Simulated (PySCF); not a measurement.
[NdS(OH)2]− at several levels of theory

Computed with PySCF 2.14.0 (density fitting, no spin-orbit coupling) at the geometry relaxed with PBE:

```xyz
6
[NdS(OH)2]− (singlet in the valence; each metal's 4f electrons, 3 of them, lie in its core potential, out of spins and levels)
Nd   -0.5497    0.0000   -0.4419
S     1.8538    0.0000    0.2336
O    -1.5937    1.8842    0.0262
H    -1.0768    2.6126    0.4178
O    -1.5937   -1.8842    0.0262
H    -1.0768   -2.6126    0.4178
```

```json
{"level": "PBE", "basis": "Nd lcecp-1-SVP with ECP49, S def2-SVP, O def2-SVP, H def2-SVP", "state": "singlet", "HOMO (eV)": "0.43", "gap (eV)": "1.52", "charge on Nd1 (e)": "0.23", "population of f-type functions on Nd1 (polarisation alone where 4f lies in the core)": "0.07", "dipole about the centre of mass (D)": "4.97", "largest force component (eV/Å)": "0.02"}
{"level": "TPSSh", "basis": "the same", "state": "singlet", "HOMO (eV)": "-0.02", "gap (eV)": "2.35", "charge on Nd1 (e)": "0.44", "population of f-type functions on Nd1 (polarisation alone where 4f lies in the core)": "0.07", "dipole about the centre of mass (D)": "5.46", "largest force component (eV/Å)": "0.19"}
{"level": "PBE", "basis": "Nd lcecp-1-TZVP with ECP49, S def2-TZVP, O def2-TZVP, H def2-TZVP", "state": "singlet", "HOMO (eV)": "0.16", "gap (eV)": "1.63", "charge on Nd1 (e)": "0.98", "population of f-type functions on Nd1 (polarisation alone where 4f lies in the core)": "0.08", "dipole about the centre of mass (D)": "5.55", "largest force component (eV/Å)": "0.32"}
```

In the lcecp rows the 4f levels are missing from HOMO and gap, and the state counts the valence alone.

Charges are Mulliken's, which hang on the basis. The relaxation used the grid (50, 194), these runs (75, 302) or, all-electron (x2c bases, spin-free X2C Hamiltonian), (99, 590).

Q: A further run in the first row's basis gives HOMO (eV) 0.21, gap (eV) 2.06, charge on Nd1 (e) 0.41, population of f-type functions on Nd1 (polarisation alone where 4f lies in the core) 0.06, dipole about the centre of mass (D) 5.38, largest force component (eV/Å) 0.31. Which level was it?
A. r2SCAN
B. BLYP
C. wB97X

A: A. The others give HOMO 0.66 eV (BLYP); -2.77 eV (wB97X).

In the first row's basis the gap widens with exact exchange: 1.3 to 2.1 eV for BLYP, PBE, r2SCAN (none); 2.4 eV for TPSSh (a fixed share); 6.7 eV for wB97X (rising or full at long range).

An lcecp potential fixes the number of 4f electrons, so in runs with it no electron can move into or out of that shell.

The highest filled level of some runs lies above zero, as often for anions with such functionals and bases.
